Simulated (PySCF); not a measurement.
Species: CH₉OPSi₂.
SMILES: `CO[SiH2]P[SiH3]`

Computed with PySCF at PBE0/def2-SVPD, non-relativistic, on one gas-phase PBE0-D3(BJ)/def2-SVP geometry that isn't relaxed in the solvent. The solvent is an IEF-PCM continuum (cavity from Bondi-type radii × 1.2), and excitations are vertical TDDFT with non-equilibrium linear response and a frozen core. Only the electrostatic response of the medium enters.

Gas-phase singlets (H = HOMO, L = LUMO):

```json
{"state": "S1", "E (eV)": "6.103", "λ (nm)": "203", "f": "0.012", "leading configurations": "H→L 55%, H→L+1 36%"}
{"state": "S2", "E (eV)": "6.310", "λ (nm)": "196", "f": "0.028", "leading configurations": "H→L+1 57%, H→L 32%"}
{"state": "S3", "E (eV)": "6.566", "λ (nm)": "189", "f": "0.077", "leading configurations": "H→L+2 86%"}
{"state": "S4", "E (eV)": "6.628", "λ (nm)": "187", "f": "0.082", "leading configurations": "H→L+3 82%, H→L 8%"}
{"state": "S5", "E (eV)": "6.761", "λ (nm)": "183", "f": "0.005", "leading configurations": "H-1→L 91%"}
```

**Question.** Give the list for acetonitrile (ε = 35.69), n² = 1.81.

**Answer.** 
```csv
state,E (eV),λ (nm),f,leading configurations,change by rank (eV)
S1,6.181,201,0.024,"H→L 65%, H→L+1 26%",+0.078
S2,6.387,194,0.043,"H→L+1 63%, H→L 27%",+0.077
S3,6.574,189,0.118,H→L+2 86%,+0.008
S4,6.676,186,0.113,H→L+3 88%,+0.048
S5,6.763,183,0.006,H-1→L 90%,+0.002
```

**Question.** The ground-state energy changes by -0.107 eV from gas to acetonitrile. By how much does the total energy of gas-phase S1 change?

**Answer.** E(S1) = E(S0) + excitation energy, so it changes by -0.107 + 0.078 = -0.029 eV: it is lowered less than the ground state, which is what a blue shift means. This is the vertical state, with the slow part of the continuum still set for S0.

**Question.** How do the frontier levels move from gas to acetonitrile?

**Answer.** 
```json
{"orbital": "LUMO+2", "gas (eV)": "0.21", "solvent (eV)": "0.26", "change (eV)": "+0.05"}
{"orbital": "LUMO+1", "gas (eV)": "0.01", "solvent (eV)": "0.12", "change (eV)": "+0.11"}
{"orbital": "LUMO", "gas (eV)": "-0.14", "solvent (eV)": "-0.08", "change (eV)": "+0.06"}
{"orbital": "HOMO", "gas (eV)": "-7.49", "solvent (eV)": "-7.50", "change (eV)": "-0.01"}
{"orbital": "HOMO-1", "gas (eV)": "-8.22", "solvent (eV)": "-8.16", "change (eV)": "+0.06"}
{"orbital": "HOMO-2", "gas (eV)": "-8.62", "solvent (eV)": "-8.57", "change (eV)": "+0.05"}
{"orbital": "HOMO-3", "gas (eV)": "-9.11", "solvent (eV)": "-9.04", "change (eV)": "+0.07"}
```

The HOMO–LUMO gap goes from 7.35 to 7.42 eV.

Time: 38 s of wall time; peak memory 0.89 GiB. Hardware: one thread of an Arm Neoverse N1, no GPU, shared host with 64 logical CPUs at a one-minute load of 58. This is the whole response run at PBE0/def2-SVPD in acetonitrile, SCF included.

Conformer computed: `[CH3:1][O:2][SiH2:3][PH:4][SiH3:5]`: C1–O2–Si3–P4 -178°, O2–Si3–P4–Si5 -173°.
